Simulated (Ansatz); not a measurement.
(F)2Al-NH-SiH3 (AlSiNF2H4), relaxed as a singlet with RKS PBE-D4/def2-SVP in Ansatz, starting from the GFN2-xTB geometry. Force threshold 0.02 eV/Å.

Start:

```tsv
atom	x (Å)	y (Å)	z (Å)
Al1	-1.232	0.951	-0.814
F2	-0.370	1.745	-1.966
F3	-2.847	1.263	-0.757
N4	-0.468	-0.193	0.315
Si5	1.198	-0.693	0.515
H6	-1.104	-0.595	0.990
H7	1.191	-2.160	0.564
H8	1.696	-0.149	1.785
H9	1.935	-0.171	-0.631
```

```json
{"step": "1", "energy (eV)": "-21443.8437", "largest force component (eV/Å)": "0.938", "SCF passes": "26"}
{"step": "2", "energy (eV)": "-21443.9396", "largest force component (eV/Å)": "0.384", "SCF passes": "30"}
{"step": "3", "energy (eV)": "-21443.9496", "largest force component (eV/Å)": "0.106", "SCF passes": "30"}
{"step": "4", "energy (eV)": "-21443.9502", "largest force component (eV/Å)": "0.124", "SCF passes": "30"}
{"step": "5", "energy (eV)": "-21443.9518", "largest force component (eV/Å)": "0.090", "SCF passes": "30"}
{"step": "6", "energy (eV)": "-21443.9529", "largest force component (eV/Å)": "0.034", "SCF passes": "30"}
{"step": "7", "energy (eV)": "-21443.9530", "largest force component (eV/Å)": "0.023", "SCF passes": "30"}
{"step": "8", "energy (eV)": "-21443.9534", "largest force component (eV/Å)": "0.009", "SCF passes": "29"}
{"step": "9", "energy (eV)": "-21443.9536", "largest force component (eV/Å)": "0.017", "SCF passes": "30"}
```

Force components are those of the run's own axes.

End:

Cartesian coordinates in Å:
```
Al -1.240 0.936 -0.838
F -0.319 1.622 -2.045
F -2.870 1.281 -0.776
N -0.516 -0.149 0.371
Si 1.154 -0.682 0.528
H -1.160 -0.520 1.080
H 1.276 -2.181 0.429
H 1.756 -0.267 1.847
H 1.918 -0.041 -0.595
```

By distances, no bond broke or formed. The bond that changes most is Si5–H9, from 1.46 to 1.50 Å (atoms count from 1).

The force fell under the threshold at step 8, but the optimiser went on. No frequencies were taken in this run, so the end may be a saddle point.

It took 11 s on 4 threads of Arm Neoverse V1 on a shared host.
